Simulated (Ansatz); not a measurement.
Total energies of Ge(vinyl)3(NHtBu) (C10H19GeN) from Ansatz at PBE0-D4/def2-SVP, gas phase (1 Eh = 27.2114 eV = 2625.5 kJ/mol). The reference geometry is relaxed at PBE-D4/def2-SVP.

| state | geometry | energy (Eh) |
| --- | --- | --- |
| charge 0 singlet | reference | -2522.83475 |
| charge 1 doublet | reference | -2522.54470 |
| charge 1 doublet | relaxed at PBE-D4/def2-SVP | -2522.56514 |
| free Ge atom (triplet) | – | -2076.39507 |
| free C atom (triplet) | – | -37.76066 |
| free H atom (doublet) | – | -0.50029 |
| free N atom (quartet) | – | -54.47898 |

Problem. Work out the vertical ionisation energy to the doublet.

Solution. E(charge 1 doublet) − E(charge 0 singlet) = -2522.54470 − (-2522.83475) = 0.29005 Eh = 7.89 eV. For comparison, −ε of the highest occupied level is 6.23 eV at this level, 1.66 eV less.

Problem. How much does the charge 1 doublet relax, and what is the adiabatic ionisation energy?

Solution. Relaxation: -2522.54470 − (-2522.56514) = 0.02044 Eh = 0.56 eV. Adiabatic ionisation energy: 0.26961 Eh = 7.34 eV, without zero-point energy. 

Problem. What is the binding energy per atom against free atoms?

Solution. Atoms: 1 × (-2076.39507) + 10 × (-37.76066) + 19 × (-0.50029) + 1 × (-54.47898) = -2517.98616 Eh. Binding: -2517.98616 − (-2522.83475) = 4.84859 Eh = 131.94 eV, or 4.26 eV for each of 31 atoms (no zero-point energy, no counterpoise term).
